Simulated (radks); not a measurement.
Task: These are the eigenvalues of the occupied orbitals of an atom or ion with whole-number occupations (eV). Method: scalar-relativistic Kohn-Sham, PBE, spin-unpolarised, spherical densities, point nucleus; computed with a radial shooting solver on a logarithmic mesh with Libxc functionals.

orbital  eigenvalue
1s        -5396.213
2s        -636.0034
2p        -536.3721
3s        -100.4081
3p         -73.6573
3d         -32.8852
4s         -22.0437

Which element is it, and in what charge state? The configuration may be excited.

Result: Z = 23, vanadium, charge +2: V2+ in [Ar] 3d1 4s2. The list shows which subshells hold electrons but not how many an open one holds; the 1s level, -198.31 hartree, gives Z - s = 19.9 by -(Z - s)^2/2, which with screening and relativity narrows Z to a few neighbours, and the depths of the outer levels then fix element, charge and occupations together.
